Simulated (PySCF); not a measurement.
C6H10OP2.
Atom-mapped SMILES: `[CH3:1][P:2]([CH2:3][PH2:4])[c:5]1[cH:6][cH:7][cH:8][o:9]1` (hydrogens: H10, H11, H12 on C1; H13, H14 on C3; H15, H16 on P4; H17 on C6; H18 on C7; H19 on C8)

Structure used (PBE0-D3(BJ)/def2-SVP), in Å, numbered top down from 1:
```
atom  x, y, z in Å
C1    -0.801   -1.980    1.051
P2    -0.717   -0.221    1.611
C3    -1.390    0.618    0.093
P4    -1.308    2.478    0.066
C5     1.069    0.045    1.385
C6     2.083   -0.679    0.809
C7     3.289    0.047    1.047
C8     2.922    1.155    1.751
O9     1.595    1.159    1.965
H10   -0.298   -2.625    1.787
H11   -0.350   -2.140    0.059
H12   -1.859   -2.278    1.005
H13   -0.895    0.246   -0.820
H14   -2.457    0.345    0.015
H15   -1.707    2.691    1.423
H16    0.080    2.605    0.379
H17    1.981   -1.622    0.278
H18    4.297   -0.222    0.737
H19    3.476    1.999    2.154
```

Computed with PySCF at PBE0/pcSseg-1, non-relativistic, on one gas-phase PBE0-D3(BJ)/def2-SVP geometry that isn't relaxed in the solvent. The solvent is an IEF-PCM continuum (van der Waals radii × 1.2). Only the electrostatic response of the medium enters.

| run | E − E(gas) (kJ/mol) | HOMO (eV) | HOMO–LUMO gap (eV) | dipole (D) |
| --- | --- | --- | --- | --- |
| gas | 0.00 | -6.42 | 6.12 | 2.15 |
| P | -10.79 | -6.39 | 6.14 | 2.47 |
| Q | -21.26 | -6.40 | 6.16 | 2.83 |

Q: The runs were made in benzene and dichloromethane. Which run belongs to which solvent?

A: P = benzene, Q = dichloromethane. The dielectric constants are 2.271 (benzene), 8.93 (dichloromethane), and the energy falls further as ε rises. In this model the ground state sees the solvent through ε alone.

Q: How constant is the ratio of the lowering to (ε − 1)/(2ε + 1)?

A: 
```tsv
solvent	(ε − 1)/(2ε + 1)	E − E(gas) (kJ/mol)	ratio (kJ/mol)	polarisation term (kJ/mol)
benzene	0.229	-10.79	-47.1	-11.46
dichloromethane	0.420	-21.26	-50.6	-24.06
```

The ratio changes by +7.5 % in size from benzene to dichloromethane. The polarisation term is half the interaction of the solute with the induced surface charges.

Hardware: one thread, Arm Neoverse V2 (aarch64), no GPU, shared host. Cost: 32 s of wall time, 1.2 GiB resident at most. This is the whole shielding run at PBE0/pcSseg-1 in dichloromethane, SCF included.
